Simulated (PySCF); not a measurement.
# Co(14+) (cobalt, charge +14) across methods

[Ne] 3s2 3p1, 2P determinant. All numbers are calculated (PySCF 2.14, scalar relativity by spin-free X2C-1e, in an uncontracted even-tempered set (19 s from 0.81 bohr⁻², ratio 2.5; 12 p from 1.1 bohr⁻², ratio 2.5; 5 d from 5.6 bohr⁻², ratio 2.7; 4 f from 8.5 bohr⁻², ratio 2.7)).

| method | E (hartree) | mean ε 3s α (eV) | mean ε 3s β (eV) | mean ε 3p α (eV) | Σ⟨r²⟩ (bohr²) | ⟨S²⟩ |
| --- | --- | --- | --- | --- | --- | --- |
| BP86 | -1302.642 | -463.65 | -460.09 | -425.94 | 1.988 | 0.751 |
| r2SCAN | -1302.434 | -464.54 | -460.09 | -426.88 | 1.994 | 0.752 |
| UHF | -1301.90667 | -479.95 | -471.65 | -441.36 | 1.995 | 0.753 |
| LDA | -1299.720 | -463.18 | -459.76 | -425.26 | 1.991 | 0.750 |
| BHandHLYP | -1302.555 | -472.26 | -466.37 | -434.14 | 1.993 | 0.752 |
| PBE | -1302.237 | -463.44 | -459.72 | -425.78 | 1.990 | 0.751 |

(1) Estimate the same row for PBE0.

## Answers

(1) E (hartree) = -1302.283; mean ε 3s α (eV) = -467.86; mean ε 3s β (eV) = -463.10; mean ε 3p α (eV) = -429.93; Σ⟨r²⟩ (bohr²) = 1.991; ⟨S²⟩ = 0.751.
